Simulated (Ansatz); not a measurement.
`BrC1CO1` + CH₃OH → `COC1CO1` + HBr  (substitution at a C–Br bond)

Isolated molecules relaxed with PBE0-D4/def2-TZVP in Ansatz; ΔE leaves out vibrations. CBS: MP2 limit from def2 TZ/QZ plus the TZ coupled-cluster correction, frozen cores. This one scheme is used for every species. Functionals use def2-TZVPP. For Br outer-core shells are correlated without core-valence functions, which leaves a few kJ/mol of doubt a bond. Scalar relativity is left out up to krypton. Each species was taken in one conformer, which may not be the lowest.

Problem. Is it downhill or uphill in electronic energy at CCSD(T)/CBS, and by how much? (Best estimate.)

Solution. Ansatz gave: Downhill: ΔE = -12.8 kJ/mol.

Problem. What do these levels give: B2PLYP, PBE, MP2/def2-TZVPP, CCSD/def2-TZVPP, MP2/def2-QZVPP, CCSD/CBS(def2)? (Best estimate.)

Solution. Ansatz gave: B2PLYP -13.8, PBE -9.5, MP2/def2-TZVPP -10.2, CCSD/def2-TZVPP -17.9, MP2/def2-QZVPP -8.2, CCSD/CBS(def2) -14.3 kJ/mol.

Largest T1 diagnostic among the species: 0.012.

In def2-TZVPP, CCSD(T) changes the Hartree–Fock value by +9.1 kJ/mol (the triples alone add +1.5 kJ/mol) and MP2 by +15.2 kJ/mol. From PBE to PBE0 (25 % exact exchange), in def2-TZVPP and without D4, ΔE moves by −4.0 kJ/mol.
